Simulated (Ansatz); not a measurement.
Energy difference R1 + R2 → P1 + P2, each structure at its B3LYP-D3(BJ)/def2-TZVP stationary point, reached from a drawn start (curvature not checked).
P1: O2 (SMILES O=O), charge 0, multiplicity 3.
R1: O3 (SMILES O=[O+][O-]), charge 0, multiplicity 1.
R2, BrHg (SMILES [Br][Hg]) (charge 0, multiplicity 2):
```xyz
2

Hg     0.00000     0.00000    -1.30823
Br     0.00000     0.00000     1.30823
```
P2, BrHgO (SMILES [O]=[Hg][Br]) (charge 0, multiplicity 2):
```
atom    x (Å)    y (Å)    z (Å)
----  -------  -------  -------
Hg     0.0051   0.0015  -0.1401
Br    -0.0825  -0.0247   2.2671
O      0.0774   0.0233  -2.1271
```

P less R. No zero-point or thermal terms; singlets are restricted closed shells; open shells are unrestricted; no spin–orbit coupling. The spin states of the d-block species are the ones drawn and need not be the lowest.

Correlated levels freeze the cores. In cc and def2 sets filled d and f shells under p-block atoms count as core.

The values were computed with Ansatz (Gaussian orbitals). Each number belongs to the level named beside it. Elements past Kr take the def2 small-core potentials, without spin–orbit coupling.

Total energies in hartree:

```csv
structure,PBE/def2-TZVPP,r2SCAN/def2-TZVPP,CCSD(T)/def2-QZVPP
P1,-150.248611,-150.324131,-150.174628
R1,-225.323025,-225.417573,-225.203340
R2,-2727.311844,-2727.714156,-2725.640128
P2,-2802.428400,-2802.874238,-2800.725789
```

Q: Work out the reaction energy at each level in kJ/mol (1 hartree = 2625.49964 kJ/mol), and say how far PBE/def2-TZVPP lies from CCSD(T)/def2-QZVPP.

A: 
- PBE/def2-TZVPP: (-150.248611) + (-2802.428400) − (-225.323025) − (-2727.311844) = -0.042142 hartree = -110.6 kJ/mol
- r2SCAN/def2-TZVPP: (-150.324131) + (-2802.874238) − (-225.417573) − (-2727.714156) = -0.066640 hartree = -175.0 kJ/mol
- CCSD(T)/def2-QZVPP: (-150.174628) + (-2800.725789) − (-225.203340) − (-2725.640128) = -0.056949 hartree = -149.5 kJ/mol
PBE/def2-TZVPP less CCSD(T)/def2-QZVPP: 38.9 kJ/mol. CCSD(T)/def2-QZVPP is the level counted from, the highest shown, and no exact or measured value.

Ansatz is a quantum-chemistry and plane-wave program.
